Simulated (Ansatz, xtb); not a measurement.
**Relative energy of two isomers of C3H8Ge2**

Structure X is `C1=[CH][GeH2][GeH2][CH2]1`, a singlet and structure Y is `C=[C]1[CH2][GeH2][GeH2]1`, a singlet. Both are isolated molecules in the gas phase, relaxed with PBE-D3(BJ)/def2-SVP; the shapes shown needn't be the lowest conformers.

X (Å):

```xyz
13

C     1.0143    0.4266    0.2732
C     0.9291   -0.8714    0.6478
C    -0.1422    1.3332   -0.0773
Ge   -0.8463   -1.7015    0.7620
Ge   -1.8933    0.3745    0.0788
H     2.0172    0.8948    0.2091
H     1.8537   -1.4271    0.8785
H    -1.1632   -2.1997    2.1989
H    -0.9884   -2.9050   -0.2099
H    -2.6359    0.3453   -1.2830
H    -2.8074    1.0523    1.1332
H    -0.0206    1.7288   -1.1092
H    -0.1426    2.2276    0.5831
```

Y (Å):

```yaml
atoms:
  - { symbol: C, position_ang: [1.6807, -0.5132, 0.7625] }
  - { symbol: C, position_ang: [0.4045, -0.1993, 0.4745] }
  - { symbol: C, position_ang: [-0.8217, -1.0785, 0.7484] }
  - { symbol: Ge, position_ang: [-2.3058, 0.0866, 0.0405] }
  - { symbol: Ge, position_ang: [-0.3227, 1.4534, -0.3768] }
  - { symbol: H, position_ang: [1.9485, -1.4740, 1.2404] }
  - { symbol: H, position_ang: [2.5143, 0.1716, 0.5357] }
  - { symbol: H, position_ang: [-0.9478, -1.3015, 1.8293] }
  - { symbol: H, position_ang: [-0.7691, -2.0529, 0.2177] }
  - { symbol: H, position_ang: [-3.0750, -0.5256, -1.1620] }
  - { symbol: H, position_ang: [-3.3283, 0.5380, 1.1191] }
  - { symbol: H, position_ang: [-0.0990, 2.7611, 0.4357] }
  - { symbol: H, position_ang: [0.1529, 1.7015, -1.8370] }
```

Quicker runs give these differences E(Y) − E(X): GFN2-xTB +61.1 kJ/mol; HF/STO-3G +121.3 kJ/mol (at GFN2-xTB geometries); r2SCAN-D4/def2-SVP +77.9 kJ/mol (at GFN2-xTB geometries).

Task: Estimate E(Y) − E(X) at the level CCSD(T)/def2-SVP + ΔMP2/def2-TZVPP.

Result: Calculated at CCSD(T)/def2-SVP + ΔMP2/def2-TZVPP: E(Y) − E(X) = +76.8 kJ/mol, so structure X lies lower.

Level by level:

```tsv
level	geometry	E(Y) − E(X) (kJ/mol)	departure from the last row (kJ/mol)	job, with rough time for the two
GFN2-xTB	GFN2-xTB	+61.1	−15.7	optimisation, 0.17 s
HF/STO-3G	GFN2-xTB	+121.3	+44.5	single point, 0.52 s
r2SCAN-D4/def2-SVP	GFN2-xTB	+77.9	+1.1	single point, 4.3 s
PBE-D3(BJ)/def2-SVP	PBE-D3(BJ)/def2-SVP	+72.8	−4.0	optimisation, 17 s
HF/def2-SVP	PBE-D3(BJ)/def2-SVP	+81.6	+4.8	part of the CCSD(T) run
MP2/def2-SVP	PBE-D3(BJ)/def2-SVP	+79.0	+2.1	part of the CCSD(T) run
CCSD(T)/def2-SVP	PBE-D3(BJ)/def2-SVP	+76.3	−0.5	single point
CCSD(T)/def2-SVP + ΔMP2/def2-TZVPP	PBE-D3(BJ)/def2-SVP	+76.8		single point, 81 s
```

As drawn, both hold the same kinds of bond in the same numbers. Structure X has a 5-membered ring, Y a 4-membered ring.

None of the levels shown reverses the order. The largest departure from CCSD(T)/def2-SVP + ΔMP2/def2-TZVPP is that of HF/STO-3G, 44.5 kJ/mol. The last row adds to CCSD(T) the change of the MP2 difference between the two basis sets, here +0.5 kJ/mol.

With thermal terms from frequencies at re-optimised GFN2-xTB minima (ideal gas, soft modes damped towards free rotors, one conformer each, 298.15 K, 1 atm): on the last row, ΔE + ΔZPE = +70.5, ΔH = +72.3, ΔG = +68.3 kJ/mol.

The correlated steps freeze 21 core orbitals; the filled d shell of Ge is correlated, in a basis made for valence electrons. Programs: Ansatz 0.2.0, xtb 6.7.1; the last row on 4 threads of Arm Neoverse V2 on a shared host.
